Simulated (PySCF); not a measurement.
A structure optimised at PBE-D3(BJ)/def2-SVP, used in a PySCF frequency run:

```xyz
11

C     -3.0228    -0.2404    -0.2033
C     -1.6021    -0.0655     0.2321
N     -0.6436     0.1689    -0.5855
Si     1.0165     0.3742    -0.1354
F      1.8816    -0.8212    -0.8183
F      1.2396     0.2386     1.4798
H     -3.3964    -1.2370     0.1168
H     -3.6715     0.5054     0.3050
H     -3.1152    -0.1375    -1.3003
H     -1.4340    -0.1565     1.3377
H      1.5504     1.6834    -0.5918
```
Charge 0, spin multiplicity 1.

**Question.** Write its SMILES and formula.

**Answer.** C/C=N/[SiH](F)F, C₂H₅F₂NSi

**Question.** What are its rotational constants (standard atomic weights)?

**Answer.** 5.7413, 1.5395, 1.3297 GHz
